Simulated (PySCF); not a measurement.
A structure optimised at PBE-D3(BJ)/def2-SVP, used in a PySCF frequency run:

```xyz
14

Sb     0.0613    -0.0733     0.7342
O     -0.2322    -1.7117    -0.4747
C     -1.5625    -2.1021    -0.7159
H     -2.1554    -1.3366    -1.2795
H     -1.5381    -3.0225    -1.3403
H     -2.1393    -2.3461     0.2115
Si     2.1249     0.4817    -0.7526
H      3.1104    -0.6475    -0.6315
H      2.7786     1.7533    -0.2757
H      1.7195     0.6408    -2.1920
Si    -1.3310     1.6002    -0.7335
H     -2.7920     1.5783    -0.3669
H     -1.1881     1.2881    -2.1990
H     -0.8045     2.9887    -0.4712
```

**Question.** Write its SMILES and formula.

**Answer.** C[O][Sb]([SiH3])[SiH3], CH₉OSbSi₂

**Question.** What are its rotational constants (standard atomic weights)?

**Answer.** 1.5797, 1.3525, 1.0836 GHz
